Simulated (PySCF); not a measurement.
SMILES CCC[SiH2]SC (C4H12SSi) (GFN2-xTB optimised geometry):

```
18

C      1.405    -0.459     0.000
C     -0.116    -0.459     0.000
C     -0.702     0.949     0.000
Si    -0.245     1.959    -1.532
S     -1.563     3.654    -1.547
C     -0.896     4.528    -2.993
H      1.787    -1.474     0.088
H      1.785     0.123     0.837
H      1.789    -0.027    -0.921
H     -0.471    -0.994     0.886
H     -0.476    -1.003    -0.876
H     -0.366     1.474     0.897
H     -1.789     0.882     0.074
H     -0.456     1.223    -2.782
H      1.118     2.496    -1.515
H     -0.992     3.901    -3.874
H      0.146     4.779    -2.818
H     -1.481     5.433    -3.114
```

Computed with B3LYP/def2-SVP run with PySCF.

Q: What are the frontier orbital energies and the dipole moment?

A: HOMO-2 -8.28 eV, HOMO-1 -7.91 eV, HOMO -6.20 eV, LUMO 0.48 eV, LUMO+1 1.17 eV; dipole moment 1.16 D.

Meta-Löwdin charges at B3LYP/def2-SVP: C1 -0.28, C2 -0.14, C3 -0.39, Si4 0.60, S5 -0.21, C6 -0.33, H7 0.10, H8 0.09, H9 0.09, H10 0.09, H11 0.08, H12 0.10, H13 0.11, H14 -0.12, H15 -0.12, H16 0.11, H17 0.11, H18 0.12.
